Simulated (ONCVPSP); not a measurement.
# Potentials for iron (Fe) compared

Generated with ld1.x 7.5 (TM, RRKJ, ultrasoft, PAW), atompaw 4.2 or ONCVPSP 4.0.1. The cutoff is in Ry: for ld1.x and atompaw files where the sum of valence levels is converged to 10 mRy in a Bessel basis, for ONCV files where the hardest occupied wave has 1 mHa per electron of residual kinetic energy. The error is the largest all-electron minus pseudo excitation energy over each file’s own four to seven test configurations (ionisations up to +4, promotions, holes and added fractions of an electron), all of which were solved. The labels leave out finer settings (local radius, basis sizes, second energies), which also bear on the numbers. Spin-polarised tests are not counted. The rows are a selection from randomly drawn settings: files with unsolved tests, undetermined cutoffs or missed reference levels are left out.

```tsv
potential	cutoff (Ry)	largest error (meV)	bound ghosts
ONCV, LDA (Perdew-Zunger), scalar-relativistic, rc 1.20/0.85/1.60 (spd), local smoothed, core correction yes, reference 3s2 3p6 3d7 4s1, qcut 12.9/8.5/10.6, projectors 2/1/3	96	+43	none
ONCV, LDA (Perdew-Wang 92), scalar-relativistic, rc 1.85/1.10/1.05 (spd), local smoothed, core correction no, reference 3p6 3d6 4s2, qcut 2.7/14.1/12.9, projectors 2/2/2	138	+91	none
ONCV, LDA (Perdew-Wang 92), scalar-relativistic, rc 1.50/1.10/1.70/1.70 (spdf), local smoothed, core correction yes, reference 3s2 3p6 3d6 4s2, qcut 8.2/10.5/10.9/6.5, projectors 2/2/2/2	80	+31	none
ONCV, PBE, scalar-relativistic, rc 1.55/1.10/1.20 (spd), local smoothed, core correction yes, reference 3s2 3p6 3d6 4s2, qcut 7.7/12.6/14, projectors 2/2/2	141	-3.1	none
ONCV, PBE, scalar-relativistic, rc 1.55/1.70/1.25 (spd), local smoothed, core correction yes, reference 3s2 3p6 3d6 4s1.5 4p0.5, qcut 9.6/7.8/10.4, projectors 2/2/2	117	-321	none
```

Q: Fill in the row for Fe: ONCV, PBE, fully relativistic, rc 1.30/1.00/1.50 (spd), local smoothed, core correction yes, reference 3s2 3p6 3d7 4s1, qcut 7.1/12.2/10.3, projectors 2/2/2.

A: cutoff 89 Ry, largest error +13 meV, bound ghosts: none.

Q: Fill in the row for Fe: ONCV, LDA (Perdew-Zunger), scalar-relativistic, rc 1.25/0.95/1.85 (spd), local smoothed, core correction no, reference 3s2 3p6 3d6 4s2, qcut 8.3/10.3/7.7, projectors 2/2/2.

A: cutoff 62 Ry, largest error +160 meV, bound ghosts: none.
